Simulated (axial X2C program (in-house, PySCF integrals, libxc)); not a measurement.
Results of a calculation; reference values are marked as such.
GaB⁺: input and output of an EOM-EA-CCSD run

Program: an axial X2C code built on PySCF integrals.

Input and command:
```json
{"zs": [31, 5], "q": 1, "bas": ["dyall-acv3z", "dyall-av3z"], "r0": 2.09, "eom": "ea", "thr": -2.0, "nmax": 92, "grid": [1, 0.96, 1.045, 0.92, 1.09, 1.15]}
```
```bash
python soeom.py task.json out
```

Keys: zs atomic numbers; q charge; bas basis sets; r0 starting distance in Å; eom kind of EOM run; thr threshold in hartree for freezing inner shells (an s shell follows its p shell); nmax most natural virtual spinors; grid distances as factors.

Output at R = 2.792 Å (near the PBE0 minimum at charge 1 of the determinant lowest at the starting distance; the state shown can have its own minimum elsewhere), reference GaB²⁺:

```
two-component X2C + atomic mean field  HF
basis functions 182  fitting functions 1018  grid points 5084
iter        total energy     max residual
   1      -1965.471294776     1.52e-01
   2      -1965.491770118     1.05e-02
   3      -1965.492401919     9.32e-03
   4      -1965.492919538     5.79e-04
   5      -1965.492938828     2.05e-04
   6      -1965.492940618     3.15e-05
   7      -1965.492940678     6.61e-06
   8      -1965.492940682     8.40e-07
   9      -1965.492940682     2.79e-07
converged
one-electron -2780.71296388  Coulomb 864.30463219  exact exchange -77.81714816  xc functional 0.00000000  nuclear repulsion 29.37767468  atomic mean-field constant -0.64513551
correlated 14  virtual 304  natural virtual 92  E(MP2) -0.562444720  MP2 remainder -0.114067451
iter   CCSD correlation   residual
   1     -0.422362317   1.76e-01
   2     -0.443702493   8.20e-02
   3     -0.445838576   3.69e-02
   4     -0.445501798   6.83e-03
   5     -0.445697313   1.97e-03
   6     -0.445695099   5.48e-04
   7     -0.445683626   2.26e-04
   8     -0.445685153   9.73e-05
   9     -0.445685154   4.67e-05
  10     -0.445684600   1.82e-05
  11     -0.445684693   6.40e-06
  12     -0.445684445   2.64e-06
  13     -0.445684374   1.07e-06
  14     -0.445684362   4.08e-07
(T) -0.006759077  T1 0.0150  D1 0.0236  max T2 0.115
EOM-EA-CCSD roots
2*Omega      energy/Eh   energy/eV  one-particle weight
    1      -0.49611674    -13.5000      0.938
    1      -0.47492240    -12.9233      0.932
    1      -0.38246309    -10.4074      0.928
    1      -0.33421292     -9.0944      0.825
    1      -0.33053806     -8.9944      0.000
    3      -0.47468876    -12.9169      0.932
    3      -0.37984336    -10.3361      0.928
    3      -0.33042883     -8.9914      0.000
    3      -0.31345851     -8.5296      0.000
    5      -0.33037206     -8.9899      0.000
    5      -0.25948684     -7.0610      0.000
    7      -0.21553191     -5.8649      0.000
```
T1 in the output is the amplitude norm over the root of the electron number; divide by √2 for the Lee–Taylor value.

Reference electrons by ω block (each with its −ω partner): 1/2: 12, 3/2: 4, 5/2: 1. Root energies count from the CCSD energy of the reference. Roots of positive energy are unbound. The reference need not be the lowest state of its species. All roots sought are printed; those with a small one-particle weight need a further excitation, are placed far too high, and may in truth lie low or lowest. Inner shells are frozen, and levels at this size can be off by some tenths of an eV.
